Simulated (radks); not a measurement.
Coherent X-ray form factor from a spherical all-electron density. Method: scalar-relativistic Kohn-Sham, r2SCAN, spin-polarised, spherical densities, finite nucleus; meta-GGA in the generalised Kohn-Sham scheme; Fermi nuclear charge, rms radius of each element as measured or else 0.836 A^(1/3) + 0.57 fm; computed with a radial shooting solver on a logarithmic mesh with Libxc functionals.

| sin(theta)/lambda (1/angstrom) | f0 (electrons) |
|---|---|
| 0.05 | 44.532 |
| 0.1 | 43.195 |
| 0.15 | 41.169 |
| 0.2 | 38.697 |
| 0.25 | 36.025 |
| 0.3 | 33.358 |
| 0.4 | 28.565 |
| 0.5 | 24.823 |
| 0.6 | 22.064 |
| 0.8 | 18.381 |
| 1 | 15.675 |
| 1.25 | 12.657 |
| 1.5 | 10.086 |
| 2 | 6.856 |

The species is in the configuration that NIST lists as its ground one. Which atom or ion scatters so?

Answer. The cadmium ion Cd3+, [Kr] 4d9. Extrapolating in s^2 from the first two rows gives f0(0) = 45.0, near the electron count 45; among species with that count, the fall with angle is slower the higher Z, and the table is that of Z = 48; from so few rows the species is fixed only to a neighbour or two.
